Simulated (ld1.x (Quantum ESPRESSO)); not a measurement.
## What the settings do to the TM potential of rubidium

Base potential:

```json
{
  "Element": "rubidium",
  "Generator": "ld1.x (Quantum ESPRESSO) 7.5",
  "Type": "norm-conserving Troullier–Martins (Kleinman–Bylander form)",
  "Functional": "PBE",
  "Relativity": "scalar-relativistic",
  "Frozen core": "[Ar] 3d10",
  "Valence charge": "9",
  "Reference configuration": "4s2 4p6 5s1 5p0",
  "Partial waves": "4s (bound): rc 1.50 bohr; 4p (bound): rc 2.00 bohr; 4d channel at -0.05 Ry: rc 1.70 bohr",
  "Local potential": "the d channel",
  "Core correction": "Bessel-smoothed model core, default radius (core density twice the valence density)"
}
```

Occupied shells without a wave of their own: 5s. They enter only through the test configuration that unscreens the potential, and ld1.x also counts them in the model core charge.

Cutoffs, loose and tight: the cutoffs (Ry, on a coarse ladder) from which the occupation-weighted sum of valence levels, in a spherical-Bessel basis at the reference potential, stays within 10 and 1 mRy of its value at 400 Ry. They do not see the model core or the augmentation charge, which bear on the density cutoff. Test errors are all-electron minus pseudo excitation energies from the reference, over the configurations 4s2 4p6 5s0 5p0; 4s2 4p6 5s0.5 5p0; 4s2 4p6 5s0 5p1; 4s1 4p6 5s1 5p0; 4s2 4p5 5s1 5p0. A dash means not determined; rows that change the core or the reference have their own tests.

With those shells counted twice in exchange and correlation these files are broken, and their errors move erratically; no question is asked of them.

```tsv
change	outcome	cutoff, loose	cutoff, tight	bound ghosts	largest test error (meV)
base	generated	50 Ry	90 Ry	none	-103
wave 4d channel at -0.05 Ry: rc 1.70 bohr becomes 4d channel at -0.05 Ry: rc 1.14 bohr	failed: run_pseudo: Errors in PS-KS equation	–	–	–	–
wave 4d channel at -0.05 Ry: rc 1.70 bohr becomes 4d channel at -0.05 Ry: rc 1.26 bohr	failed: run_pseudo: Errors in PS-KS equation	–	–	–	–
wave 4d channel at -0.05 Ry: rc 1.70 bohr becomes 4d channel at -0.05 Ry: rc 1.42 bohr	generated	50 Ry	90 Ry	none	-120
wave 4d channel at -0.05 Ry: rc 1.70 bohr becomes 4d channel at -0.05 Ry: rc 1.64 bohr	generated	50 Ry	90 Ry	none	-105
wave 4d channel at -0.05 Ry: rc 1.70 bohr becomes 4d channel at -0.05 Ry: rc 1.80 bohr	generated	50 Ry	90 Ry	none	-101
wave 4d channel at -0.05 Ry: rc 1.70 bohr becomes 4d channel at -0.05 Ry: rc 2.06 bohr	generated	50 Ry	90 Ry	none	-99
wave 4d channel at -0.05 Ry: rc 1.70 bohr becomes 4d channel at -0.05 Ry: rc 2.20 bohr	generated	50 Ry	90 Ry	none	-99
wave 4d channel at -0.05 Ry: rc 1.70 bohr becomes 4d channel at -0.05 Ry: rc 2.40 bohr	generated	50 Ry	90 Ry	none	-99
wave 4d channel at -0.05 Ry: rc 1.70 bohr becomes 4d channel at -0.05 Ry: rc 2.50 bohr	generated	50 Ry	90 Ry	none	-100
```

Reading the sweep of the d radius (base included, trends over the rows without a ghost): The loose cutoff stays near 50 Ry. The median size of the test errors (rows with all tests solved) stays near 40.6 meV. The generation fails at 1.14, 1.26 bohr.
